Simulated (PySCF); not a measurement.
Pb(Cl)2 anion (Cl₂Pb), SMILES [Cl][Pb][Cl] (connectivity only; charge and spin as stated), charge -1, multiplicity 2.

Geometry: PBE-D3(BJ)/def2-SVPD. The multiplicity is an assumed one; other spin states were not compared. The isomer is the one that the SMILES or the coordinates give; other isomers of the formula were not compared. The def2 effective core potentials stand for the cores of Pb; spin–orbit coupling is left out.

Two levels are set side by side: PBE/def2-TZVPD (PySCF) and ωB97X/def2-TZVPD (PySCF). Same geometry, gas phase. Differences are taken from unrounded values.

| quantity | ωB97X | PBE | PBE minus ωB97X |
|---|---|---|---|
| α-spin orbital gap (eV) | 6.23 | 1.20 | -5.03 |
| β-spin orbital gap (eV) | 8.90 | 3.89 | -5.01 |
| mean polarisability (bohr³) | 108.1 | 124.7 | 16.5 |

Loosely held outer electrons make PBE densities more polarisable. Differences between two approximate levels are no errors against the true value.

Rough cost on one machine, each run with all the roots and properties that it gave: ωB97X against PBE within a factor of 2.
